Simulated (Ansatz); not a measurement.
CH$_{3}$F$_{2}$NSi (`FC1(F)N[SiH2]1`), relaxed with RKS PBE-D4/def2-SVP in Ansatz 0.2.0 from a rough embedded geometry. The force threshold is 0.03 eV/Å; the program also tests the step.

The species carries charge 0 and has multiplicity 1.

Start:

```xyz
8

F     1.215    1.565    0.350
C     0.468    0.434    0.623
F     0.597    0.272    1.954
N     0.618   -0.756   -0.145
Si   -1.007   -0.101   -0.284
H     1.112   -0.471   -1.054
H    -1.859   -1.181    0.247
H    -1.145    0.238   -1.690
```

```csv
step,energy (eV),largest force (eV/Å),largest move (Å)
1,-15864.7533,2.663,0.000
2,-15865.1853,0.858,0.171
3,-15865.2838,0.638,0.151
4,-15865.3387,0.702,0.184
5,-15865.3787,0.440,0.087
6,-15865.4056,0.297,0.054
7,-15865.4197,0.174,0.042
8,-15865.4231,0.432,0.135
9 (rejected),-15865.4192,0.367,0.081
10,-15865.4336,0.169,0.039
11,-15865.4340,0.122,0.037
12,-15865.4356,0.069,0.016
13,-15865.4356,0.069,0.001
14,-15865.4360,0.054,0.026
15 (rejected),-15865.4339,0.241,0.033
16,-15865.4362,0.043,0.017
17 (rejected),-15865.4362,0.019,0.017
18,-15865.4364,0.012,0.008
```

End:

```xyz
8

F     1.045    1.704    0.306
C     0.467    0.489    0.579
F     0.731    0.243    1.901
N     0.699   -0.544   -0.323
Si   -1.008   -0.202   -0.385
H     1.578   -0.956   -0.646
H    -1.953   -1.232    0.160
H    -1.559    0.498   -1.593
```

Hardware: 2 threads of an Arm Neoverse V1 on a shared host. Wall time 30 s, peak host memory 0.15 GiB.
